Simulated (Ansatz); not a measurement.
`[OH][Ti]([OH])([OH])[OH]`. Charge 0, multiplicity 1. Correlated methods include outer-core shells of Ti, which these sets cover unevenly. Scalar relativity is left out up to krypton.

```xyz
9

O     1.3507   -0.0339   -1.1911
Ti    0.0001    0.0000    0.0000
O    -0.9527    1.5065   -0.2583
O     0.6580   -0.0313    1.6764
O    -1.0559   -1.4414   -0.2270
H     2.2801   -0.2203   -1.0527
H    -1.9010    1.6227   -0.3275
H     0.6989    0.6700    2.3277
H    -1.0783   -2.0722   -0.9475
```

**Question.** Give the diagnostics of a CCSD(T)/def2-TZVPP run (frozen core, Ansatz). (Estimate.)

**Answer.** Ansatz gave: T1 = 0.0235, largest single amplitude 0.064, largest double 0.030, (T) share of the correlation energy 4.5 %, 12 CCSD cycles. The RHF solution is stable towards an unrestricted one. T1 lies over the customary mark of 0.02 for closed shells; compounds of d metals often pass it without a breakdown.
